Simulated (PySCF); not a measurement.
## Working out the ionisation energy of Te(2+)

Te(2+) [Kr] 4d10 5s2 5p2 (3P) → Te(3+) [Kr] 4d10 5s2 5p1 (2P). Calculation: PySCF 2.14, in aug-cc-pVTZ-PP with ECP28MDF (6s5p4d2f, 55 functions); scalar relativity through the core potential. Frozen: 4s2 4p6 4d10. Energies in hartree (1 hartree = 27.21139 eV):

| part | Te(2+) (lower) | Te(3+) (upper) |
| --- | --- | --- |
| UHF | -266.047495 | -265.056343 |
| MP2 opposite-spin | -0.039906 | -0.033137 |
| MP2 same-spin | -0.007786 | -0.002302 |

What does Hartree-Fock give?

(-265.056343) − (-266.047495) = 0.991152 hartree = 26.971 eV.

What do MP2 and SCS-MP2 (6/5 opposite-spin, 1/3 same-spin) give?

The opposite-spin parts differ by 0.184 eV and the same-spin parts by 0.149 eV. MP2: 26.971 + (0.184) + (0.149) = 27.304 eV. SCS-MP2: 26.971 + 1.2 × (0.184) + (0.149)/3 = 27.241 eV.

Reference: 27.84 ± 0.04 eV (measured; NIST Atomic Spectra Database, ionization energies), between the lowest levels; spin-orbit coupling is absent from the calculation.

What remains against the reference includes basis incompleteness, the frozen core and correlation beyond second order.
